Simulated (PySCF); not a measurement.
## Electron correlation in B⁺ (boron, charge +1)

[He] 2s2, closed-shell 1S. Computed with PySCF 2.14 in 6-31G*, with no relativity, point nucleus. Frozen: 1s2; 2 electrons correlated.

Total MP2 correlation energy: -33.34 mhartree.

Same-spin part 0.00 and opposite-spin part -33.34 mhartree; SCS-MP2 scales them by 1/3 and 6/5 to -40.01 mhartree.

With two correlated electrons CCSD is exact within the correlated space (frozen core and kept virtual orbitals).

```
level  correlation energy (mhartree)
 CCSD                         -58.74
```

Diagnostics: T1 = 0.011, D1 = 0.0153, largest double amplitude 0.158.

Question: Is a single reference adequate?

Answer: Not fully. A double-excitation amplitude exceeds 0.15, a sign of near-degeneracy.
